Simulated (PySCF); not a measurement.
Stepwise substitution at one centre (B H-CH3). Isolated molecules, 0 K electronic values unless said otherwise. Strings in code marks are SMILES.

The numbers are results of PBE-D3(BJ)/def2-TZVP // CAM-B3LYP-D3(BJ)/def2-TZVP (PySCF 2.14.0), not measurements. All candidates: neutral, multiplicity 1. Excitations are Tamm–Dancoff values on a coarser integration grid. The basis has no diffuse functions, so Rydberg states are missing or too high.

The LUMO is -1.61 eV and the HOMO is -7.24 eV. The T1 excitation (TDA) is 5.19 eV.

Problem. Which member has these values?
A) `CB(C)C`
B) `BC`
C) `CBC`

Solution. C, `CBC`. The others give `BC`: -2.26 eV, -7.58 eV, 4.83 eV; `CB(C)C`: -1.14 eV, -7.10 eV, 5.59 eV
